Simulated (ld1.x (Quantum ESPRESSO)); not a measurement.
## What one change does to a pseudopotential (cadmium (Cd), TM)

cadmium (Cd), norm-conserving Troullier–Martins (Kleinman–Bylander form), made with ld1.x (Quantum ESPRESSO) 7.5 (PBE, scalar-relativistic). Core [Kr], reference 4d9 5s0 5p0 (charge +3). Waves: 5s (bound, empty): rc 1.65 bohr; 4d (bound): rc 1.60 bohr; 5p (bound, empty): rc 2.50 bohr. Local part: the p channel. Core correction: Bessel-smoothed model core, default radius (core density twice the valence density).

Change: wave 5s (bound): rc 1.65 bohr becomes 5s (bound): rc 1.30 bohr.

Cutoffs: the cutoffs (Ry, on a coarse ladder) from which the occupation-weighted sum of valence levels, in a spherical-Bessel basis at the reference potential, stays within 10 and 1 mRy of its value at 400 Ry; they do not see the model core or the augmentation charge, which bear on the density cutoff. Errors are all-electron minus pseudo energies relative to the spin-unpolarised reference configuration.

Question: How do hardness, ghosts and transferability respond?

Answer: The potential gets neither clearly harder nor softer (70 Ry and 110 Ry → 70 Ry and 110 Ry); of the 7 tests that both files solve, the error grows in 4 and shrinks in 0 by more than 15 % and 0.3 meV (median size 238.3 → 302.5 meV); the range in which the s phases agree widens (upper end -0.2 → 1.0); neither file shows a bound ghost. That the errors move this way runs against the usual rule that smaller radii transfer better.

```csv
quantity,base,changed
"cutoff, loose",70 Ry,70 Ry
"cutoff, tight",110 Ry,110 Ry
bound ghosts,none,none
"error for 4d10 5s2 5p0, meV [ΔE -64.41 eV]",-238,-401
"error for 4d10 5s1 5p0, meV [ΔE -55.14 eV]",-286,-369
"error for 4d10 5s0 5p0, meV [ΔE -38.01 eV]",-304,-304
"error for 4d10 5s1 5p1, meV [ΔE -59.74 eV]",-230,-302
"error for 4d10 5s0 5p1, meV [ΔE -49.36 eV]",-241,-241
"error for 4d10 5s0 5p2, meV [ΔE -54.74 eV]",-202,-202
"error for 4d9 5s2 5p0, meV [ΔE -46.43 eV]",-5.8,-140
s: phases at 2.71 bohr within 0.05 rad from the reference energy up to (Ry; the scan ends near 5),-0.2,1.0
p: phases at 2.71 bohr within 0.05 rad from the reference energy up to (Ry; the scan ends near 5),1.4,1.4
d: phases at 2.71 bohr within 0.05 rad from the reference energy up to (Ry; the scan ends near 5),-1.7,-1.7
```

Changed file: The cutoffs count occupied waves only; the empty 5s level needs 180 Ry at the loose tolerance.
